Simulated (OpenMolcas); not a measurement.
Xe3+: effect of the basis set

* Program: OpenMolcas
* Method: CASSCF
* Active space: 5 electrons in 8 orbitals (5s 5p 6s 6p)
* State averaging: 2S+1 = 4 odd, 1 root; 2S+1 = 2 odd, 11 roots; 2S+1 = 4 even, 3 roots; 2S+1 = 2 even, 9 roots
* Spin-orbit coupling: RASSI with atomic mean-field integrals over the reference wave functions, term energies averaged over their components

A. ANO-RCC-VTZP [7s6p4d2f1g], DKH2, point nucleus; cost about 21 core-seconds
B. ANO-R2 [7s6p4d2f1g], X2C, finite nucleus; cost roughly 18 core-seconds
C. ANO-RCC-VQZP [8s7p5d3f2g], DKH2, point nucleus; cost roughly 19 core-seconds
D. ANO-RCC [10s9p8d5f3g], DKH2, point nucleus; cost about 40 core-seconds

Energies in eV above 5s2 5p3 4S* 3/2, the measured ground level; measured values from Saloman, J. Phys. Chem. Ref. Data 33, 765 (2004).

| Level | A | B | C | D | Measured |
| --- | --- | --- | --- | --- | --- |
| 5s2 5p3 4S* 3/2 | 0.0000 | 0.0000 | 0.0000 | 0.0000 | 0.0000 |
| 5s2 5p3 2D* 3/2 [74 %] | 2.0891 | 2.0902 | 2.0811 | 2.0826 | 1.6449 |
| 5s2 5p3 2D* 5/2 | 2.6507 | 2.6519 | 2.6514 | 2.6518 | 2.1711 |
| 5s2 5p3 2P* 1/2 | 3.6695 | 3.6756 | 3.6654 | 3.6648 | 3.4761 |
| 5s2 5p3 2P* 3/2 [72 %] | 4.4797 | 4.4870 | 4.4940 | 4.4905 | 4.4200 |
| 5s 5p4 4P 5/2 | 12.8243 | 12.8588 | 12.8152 | 12.8150 | 12.3567 |
| 5s 5p4 4P 3/2 | 13.6083 | 13.6484 | 13.6184 | 13.6106 | 13.2568 |
| 5s 5p4 4P 1/2 | 13.8899 | 13.9320 | 13.9064 | 13.8951 | 13.5458 |

Deviations, from unrounded energies. A percentage is the sum of absolute deviations over the sum of measured energies, with the sign that they share, or ± where signs differ.

| Against measurement | Levels | A | B | C | D |
| --- | --- | --- | --- | --- | --- |
| mean absolute deviation (cm-1) | 7 | 2700 | 2800 | 2700 | 2700 |
| other terms of the ground configuration (%) | 4 | +10.0 | +10.2 | +10.1 | +10.1 |
| other configurations (%) | 3 | +3.0 | +3.3 | +3.0 | +3.0 |

A, C, D lie about equally close to measurement and B furthest from it. The largest miss of D in the table is 5s2 5p3 2D* 5/2, by +3900 cm-1. The ranking rests on the paired levels alone, and a cruder setting can come out closer through cancelling errors.

Among A to D the level of the table that moves most is 5s 5p4 4P 5/2, by 350 cm-1 (lowest in D, highest in B).

Active for correlation alone: 6p 6s; no level in the range computed is led by a configuration that fills them, so any true level of that kind is missing. Terms of s pⁿ other than that of highest spin mix with s² pⁿ⁻² d, which this space lacks; all of them can be thousands of cm-1 off, and some have no real level of that name. Measured partners are found by configuration, term and J. A level has none where our copy of the source lacks it or the pairing is in doubt (some pairs that miss far off the trend of their configuration count as doubtful), and it then counts in no deviation. Only configurations of the active space appear. Levels that lie high or do not pair safely by name in every column are left out.

A share in square brackets marks a mixed level and gives the weight of the term that names it, the lowest over the columns. * marks odd parity.
